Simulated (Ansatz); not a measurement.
`CB(N)[SiH2][SiH3]` and `NB[SiH2][SiH3]` differ in one atom or group.

Ansatz, PBE0-D4/def2-TZVP geometries, multiplicity 1. Each molecule was computed in one conformer, which needn't be the lowest.

```
                                        property  `CB(N)[SiH2][SiH3]`
             LUMO energy (B3LYP/def2-TZVPP) / eV                -0.55
  size of the dipole moment (PBE/def2-TZVPP) / D                 2.56
size of the dipole moment (B3LYP/def2-TZVPP) / D                 2.50
              LUMO energy (PBE0/def2-TZVPP) / eV                -0.39
           HOMO–LUMO gap (B3LYP/def2-TZVPP) / eV                 6.72
           HOMO energy (ωB97M-V/def2-TZVPP) / eV                -9.51
```

(1) What does the change do to each property? (Estimate.)

## Answers

(1) Ansatz gave: 
| property | `NB[SiH2][SiH3]` | shift |
| --- | --- | --- |
| LUMO energy (B3LYP/def2-TZVPP) / eV | -0.93 | -0.38 |
| size of the dipole moment (PBE/def2-TZVPP) / D | 2.68 | 0.12 |
| size of the dipole moment (B3LYP/def2-TZVPP) / D | 2.60 | 0.10 |
| LUMO energy (PBE0/def2-TZVPP) / eV | -0.76 | -0.37 |
| HOMO–LUMO gap (B3LYP/def2-TZVPP) / eV | 6.50 | -0.22 |
| HOMO energy (ωB97M-V/def2-TZVPP) / eV | -9.67 | -0.16 |

With PBE0 the HOMO falls by 0.16 eV and the LUMO falls by 0.37 eV, so the gap narrows by about 0.21 eV. PBE moves the HOMO by -0.16 eV and ωB97M-V by -0.16 eV. Dipoles are sizes alone; their direction can turn.

B3LYP here is the variant with VWN-RPA as its local correlation; programs differ in this.
